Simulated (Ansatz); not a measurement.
Calculated with Ansatz (gas phase, PBE0-D4/def2-TZVP geometries, no zero-point term in ΔE). CCSD(T)/CBS is the MP2 limit (def2-TZVPP, def2-QZVPP) plus CCSD(T) − MP2 in def2-TZVPP, frozen cores. This one scheme is used for every species. Functionals use def2-TZVPP. B3LYP here is the variant with VWN-RPA as its local correlation; programs differ in this. HSE06 is defined as in plane-wave codes. For Ga, Se outer-core shells are correlated without core-valence functions, which leaves a few kJ/mol of doubt a bond. Scalar relativity is left out up to krypton. Each species was taken in one conformer, which may not be the lowest.

Consider the ligand exchange at a Ga–C bond: `[CH3][GaH][NH2]` + H₂Se → `[NH2][GaH][SeH]` + CH₄.

`[CH3][GaH][NH2]`:

```xyz
9

C     0.455   -0.540    1.318
Ga    0.519    0.202   -0.498
N    -1.057    0.549   -1.337
H     0.967    0.124    2.019
H     0.967   -1.504    1.355
H    -0.571   -0.679    1.661
H     1.810    0.534   -1.320
H    -1.127    0.928   -2.266
H    -1.963    0.386   -0.932
```

H₂Se:

Cartesian coordinates in Å:
```
Se 0.451 0.467 0.217
H 0.369 -0.996 0.296
H -0.819 0.529 -0.514
```

`[NH2][GaH][SeH]`:

Z-matrix (Å, degrees):
```
N
Ga 1 1.809
H 1 1.005 2 123.5
H 1 1.005 2 124.2 3 -179.7
Se 2 2.330 1 115.0 3 -179.9
H 2 1.554 1 121.8 3 0.0
H 5 1.467 2 92.2 1 -179.2
```

CH₄:

Cartesian coordinates in Å:
```
C 0.000 0.000 0.000
H 0.779 -0.741 -0.176
H 0.208 0.532 0.928
H -0.965 -0.500 0.076
H -0.022 0.708 -0.828
```

```json
{"level": "LDA (SPW92)", "ΔE (kJ/mol)": "-115.6", "difference from CCSD(T)/CBS": "4.8"}
{"level": "PBE-D4", "ΔE (kJ/mol)": "-121.2", "difference from CCSD(T)/CBS": "-0.8"}
{"level": "BLYP-D4", "ΔE (kJ/mol)": "-120.8", "difference from CCSD(T)/CBS": "-0.4"}
{"level": "HSE06-D4", "ΔE (kJ/mol)": "-125.0", "difference from CCSD(T)/CBS": "-4.6"}
{"level": "B3LYP", "ΔE (kJ/mol)": "-122.1", "difference from CCSD(T)/CBS": "-1.7"}
{"level": "LC-ωPBE", "ΔE (kJ/mol)": "-118.1", "difference from CCSD(T)/CBS": "2.3"}
{"level": "MP2/def2-TZVPP", "ΔE (kJ/mol)": "-124.1", "difference from CCSD(T)/CBS": "-3.7"}
{"level": "SCS-MP2/def2-QZVPP", "ΔE (kJ/mol)": "-122.4", "difference from CCSD(T)/CBS": "-2.0"}
{"level": "MP2/CBS(def2)", "ΔE (kJ/mol)": "-124.5", "difference from CCSD(T)/CBS": "-4.1"}
{"level": "CCSD/CBS(def2)", "ΔE (kJ/mol)": "-120.6", "difference from CCSD(T)/CBS": "-0.2"}
{"level": "CCSD(T)/CBS", "ΔE (kJ/mol)": "-120.4", "difference from CCSD(T)/CBS": "0"}
```

Largest T1 diagnostic among the species: 0.013.

In def2-TZVPP, CCSD(T) changes the Hartree–Fock value by +12.7 kJ/mol (the triples alone add +0.2 kJ/mol) and MP2 by +8.6 kJ/mol. Leaving LDA and LC-ωPBE aside and taking each functional with its dispersion term where it has one, the values, not all of them listed here, spread over 10.0 kJ/mol, from BHLYP-D4 to ωB97M-V. LDA lies +4.6 kJ/mol from PBE without D4. From BLYP to BHLYP (50 % exact exchange), in def2-TZVPP and without D4, ΔE moves by −7.1 kJ/mol.
